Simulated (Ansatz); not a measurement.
Mulliken charges of CH6FGaGe, SMILES `[CH3][GaH][GeH2][F]` from B3LYP/def2-TZVPP in Ansatz (PBE0-D4/def2-TZVP geometry).

```csv
atom,x (Å),y (Å),z (Å),charge (e)
C1,-1.544,0.560,-0.965,-0.381
Ga2,-0.478,-0.807,-0.046,0.265
Ge3,1.691,-0.210,0.947,0.330
F4,1.934,1.509,0.652,-0.410
H5,-1.634,0.298,-2.024,0.095
H6,-1.096,1.550,-0.885,0.122
H7,-2.557,0.586,-0.555,0.099
H8,-0.968,-2.299,0.073,-0.056
H9,1.801,-0.354,2.481,-0.032
H10,2.934,-0.884,0.323,-0.032
```

Q: By hand: the dipole of these point charges (1 e Å = 4.8032 D).

A: Σ q r = (-0.413, -0.671, -0.048) e Å, of length 0.789 e Å = 3.79 D.

Q: How does the dipole of the full density compare? (Estimate.)

A: The calculation gave: (-0.336, -0.345, -0.094) e Å, 2.36 D; the point charges give 1.61 times that, at 15° from its direction.

Point charges leave out the atoms' own dipoles, such as those of lone pairs, and Mulliken's split depends on the basis, so the two needn't agree.

B3LYP here is the variant with VWN-RPA as its local correlation; programs differ in this.
